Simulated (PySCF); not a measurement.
**C12H9F: Chemical shifts up a ladder of levels**

System: C12H9F (measured compound), SMILES Fc1ccc(-c2ccccc2)cc1.

Atom-mapped SMILES (hydrogens are numbered by the atom that bears them): [F:1][c:2]1[cH:3][cH:4][c:5](-[c:6]2[cH:7][cH:8][cH:9][cH:10][cH:11]2)[cH:12][cH:13]1

GIAO shifts in ppm, gas phase, PySCF SCF with an in-house response code; 1H, 13C and 29Si against isolated TMS and 19F against isolated CFCl3 at the same level and kind of geometry; averaged over atoms that symmetry or fast rotation interchanges.

```tsv
atom	KT3/pcSseg-1 on GFN2-xTB	KT3/pcSseg-2 on PBE0-D3(BJ)
C2	161.4	164.6
C3/13	109.9	113.3
C4/12	123.6	126.6
C5	134.0	136.7
C6	137.2	140.3
C7/11	122.2	125.3
C8/10	121.9	126.6
C9	120.6	124.7
F1	-130.1	-132.8
H on 3/13	7.09	7.00
H on 4/12	7.27	7.50
H on 7/11	7.27	7.49
H on 8/10	7.39	7.37
H on 9	7.32	7.26
```

Question: What are the shifts at PBE0/pcSseg-2 on PBE0-D3(BJ)?

Answer: 
| atom | shift / ppm |
| --- | --- |
| C2 | 175.1 |
| C3/13 | 124.3 |
| C4/12 | 138.9 |
| C5 | 148.4 |
| C6 | 152.4 |
| C7/11 | 137.1 |
| C8/10 | 138.5 |
| C9 | 136.5 |
| F1 | -118.1 |
| H on 3/13 | 7.29 |
| H on 4/12 | 7.81 |
| H on 7/11 | 7.80 |
| H on 8/10 | 7.68 |
| H on 9 | 7.57 |
